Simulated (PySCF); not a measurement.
Gas-phase reaction: 2 InH2Cl = InH3 + InHCl2

Energies from PySCF, thermal terms from the rigid-rotor harmonic-oscillator model, ideal gas at 1 bar. † marks an energy on the PBE0/def2-TZVP geometry and frequencies. CCSD(T) freezes the core. All species are closed-shell singlets. In: scalar-relativistic def2 core potential, no spin-orbit coupling. InH2Cl, InH3, InHCl2: computed as isolated molecules; such fragments, hydroxides, amides, oligomers or adducts are transient or little studied in the gas. CCSD(T) isn't extrapolated to the basis-set limit; its ΔH°(298 K) is 11.2 kJ in def2-SVP and 15.8 kJ in def2-TZVPP. The harmonic model lacks anharmonicity and excited electronic states, which grow with temperature; levels with a mode under 35 cm⁻¹ are left out. Soft modes under 120 cm⁻¹ make the harmonic entropy rough for InHCl2.

```json
[
 {"level": "CCSD(T)/def2-SVP†", "ΔE electronic, kJ": "12", "ΔH°(298 K), kJ": "11", "ΔS°(298 K), J/K": "-10", "ΔG°(2500 K), kJ": "33"},
 {"level": "CCSD(T)/def2-TZVPP†", "ΔE electronic, kJ": "17", "ΔH°(298 K), kJ": "16", "ΔS°(298 K), J/K": "-10", "ΔG°(2500 K), kJ": "38"},
 {"level": "PBE0/def2-QZVP†", "ΔE electronic, kJ": "20", "ΔH°(298 K), kJ": "18", "ΔS°(298 K), J/K": "-10", "ΔG°(2500 K), kJ": "41"},
 {"level": "PBE0/def2-SVP†", "ΔE electronic, kJ": "18", "ΔH°(298 K), kJ": "17", "ΔS°(298 K), J/K": "-10", "ΔG°(2500 K), kJ": "39"},
 {"level": "LDA/def2-TZVP†", "ΔE electronic, kJ": "20", "ΔH°(298 K), kJ": "19", "ΔS°(298 K), J/K": "-10", "ΔG°(2500 K), kJ": "41"}
]
```
ΔH° is lowest at CCSD(T)/def2-SVP† and highest at LDA/def2-TZVP†. No reference value is set beside these.
